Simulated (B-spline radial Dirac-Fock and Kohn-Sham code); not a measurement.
**What relativity does to the binding energies of Mo⁴⁺**

System: the Mo⁴⁺ ion in the configuration [Kr] 4d2.

Both columns are ΔSCF binding energies of the configuration average from an atomic code on a B-spline grid: non-relativistic Hartree-Fock with a point nucleus, and Dirac-Fock with a finite nucleus and the Coulomb interaction alone, averaged over the two j levels with weights 2j+1.

```
shell  Hartree-Fock (eV)  Dirac-Fock (eV)  shift (eV)  shift (%)
   1s            19622.1          20115.3     +493.24      +2.51
   2s             2823.4           2939.6     +116.18      +4.11
   2p             2591.9           2622.7      +30.72      +1.19
   3s              547.9            570.0      +22.06      +4.03
   3p              458.0            463.8       +5.76      +1.26
   3d              293.6            289.6       -4.01      -1.36
   4s              121.8            125.4       +3.60      +2.96
   4p              92.48            93.14       +0.67      +0.72
   4d              52.94            52.34       -0.60      -1.13
```

Relativity binds 1s, 2s, 2p, 3s, 3p, 4s, 4p more strongly, among those listed most of all 2s in relative terms, and 3d, 4d more weakly, because the contracted s and p shells screen the nucleus better.

Values without a named source are computed, but for edge energies of neutral atoms, which are taken from tables.
